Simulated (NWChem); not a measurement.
Species: C₂H₅FOSi; SMILES C([SiH2]CF)=O

```xyz
10

O     -0.5031    -2.4659    -0.2422
C     -0.5974    -1.3471     0.1962
Si     0.8561    -0.0726     0.1690
C      0.1697     1.5604    -0.5304
F     -0.9176     1.9309     0.2397
H     -1.5695    -0.9970     0.6469
H      1.2991     0.1585     1.5769
H      1.9786    -0.5864    -0.6664
H     -0.1546     1.4453    -1.5801
H      0.9231     2.3676    -0.5079
```
Atoms are numbered in this order, from 1.

Computed with NWChem. Structure relaxed at the PBE0/def2-SVP level. Atomic charges in e: unrestrained fits to the electrostatic potential beside Mulliken populations; buried atoms are poorly determined by the fit.

### Question
Predict the results for B3LYP/def2-SVP. Quantities: ESP O1; Mulliken O1; ESP C2; Mulliken C2; ESP Si3; Mulliken Si3; ESP C4; Mulliken C4; ESP F5; Mulliken F5; relative RMS misfit of the potential (%).

### Answer
```yaml
ESP O1: -0.42
Mulliken O1: -0.20
ESP C2: 0.41
Mulliken C2: 0.01
ESP Si3: 0.25
Mulliken Si3: 0.42
ESP C4: 0.21
Mulliken C4: 0.07
ESP F5: -0.28
Mulliken F5: -0.28
relative RMS misfit of the potential (%): 23
```
